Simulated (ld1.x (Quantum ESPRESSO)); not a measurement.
Au: excitation energies, all-electron against TM

* Element: gold
* Generator: ld1.x (Quantum ESPRESSO) 7.5
* Type: norm-conserving Troullier–Martins (Kleinman–Bylander form)
* Functional: PBE
* Relativity: scalar-relativistic
* Frozen core: [Xe] 4f14
* Valence charge: 11
* Reference configuration: 5d10 6s0 6p1
* Partial waves: 6p (bound): rc 2.60 bohr; 5d (bound): rc 1.40 bohr; 6s (bound, empty): rc 1.70 bohr
* Local potential: the s channel
* Core correction: Bessel-smoothed model core inside 1.40 bohr

Energies are relative to the spin-unpolarised reference configuration 5d10 6s0 6p1; without spin polarisation the order of configurations can differ from experiment.

```csv
valence configuration,charge,ΔE all-electron (eV),error AE − PS (meV)
5d10 6s1 6p0,0,-5.248,+1.1
5d10 6s0 6p0,+1,4.160,-5.8
5d9 6s0 6p0,+2,25.368,-47
5d9 6s2 6p0,0,-3.555,-33
5d9 6s1 6p1,0,2.248,-48
5d10 6s0.5 6p0,+0.5,-1.476,-0.8
5d9 6s1 6p0,+1,6.875,-20
```

Levels in the configuration 5d9 6s1 6p1:

```
level  all-electron (eV)  pseudo (eV)
   5d            -10.991      -11.094
   6s             -8.145       -8.148
   6p             -2.090       -2.070
```
